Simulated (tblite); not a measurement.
What does the GFN2-xTB structure of `C=C[P@@](C)(=N)C(C)C` look like in three dimensions?

```
atom  x, y, z in Å
C1     2.1724    1.6811   -0.4037
C2     1.3053    0.7480   -0.7558
P3     0.6327   -0.3661    0.5382
C4     1.0823   -2.0279   -0.0532
N5     1.1913   -0.2657    1.9863
C6    -1.2192   -0.2427    0.2748
C7    -1.6935   -0.5442   -1.1394
C8    -1.6650    1.1417    0.7296
H9     2.6224    2.3681   -1.1031
H10    2.4672    1.7756    0.6309
H11    0.9957    0.6154   -1.7832
H12    1.0313   -2.1112   -1.1363
H13    2.0998   -2.2037    0.2895
H14    0.4211   -2.7547    0.4152
H15    0.9626    0.5818    2.4859
H16   -1.6266   -0.9939    0.9668
H17   -1.3370   -1.5146   -1.4764
H18   -1.3489    0.2184   -1.8340
H19   -2.7827   -0.5545   -1.1666
H20   -2.7481    1.2396    0.6705
H21   -1.3612    1.3187    1.7606
H22   -1.2125    1.9100    0.1025
```

Any rigid rotation of these coordinates is as good. Atoms count from 1 in this order. The 3 C–P bonds span 1.820 Å (P3–C4, drawn single) to 1.875 Å (P3–C6, drawn single), a spread of 0.055 Å. The 3 C–C bonds span 1.321 Å (C1=C2, drawn double) to 1.524 Å (C6–C8, drawn single), a spread of 0.203 Å. P3 (phosphorus bonded to 3 C and N) is distorted tetrahedral (angles from 102.9° to 119.1°). Of the pairs four or more bonds apart, C4···H17 is among the closest relative to their van der Waals radii: 2.85 Å, 98 % of the sum of Bondi's values.

Bonds between heavy atoms (Å): C1=C2 1.321, C2–P3 1.835, P3–C4 1.820, P3=N5 1.555, P3–C6 1.875, C6–C7 1.522, C6–C8 1.524.

Computed geometry: GFN2-xTB, gas phase.

Point group: C1 (no symmetry element, even within 0.4 Å). Its GFN2-xTB frequencies are all real (lowest 35 cm⁻¹). One conformer, not necessarily the lowest (C1–C2–P3–C4 -122°, C2–P3–C6–C7 54°). 3 starts were optimised and ended at 0.00, 0.05 and 0.14 kcal/mol (GFN2-xTB); the lowest of these is shown.
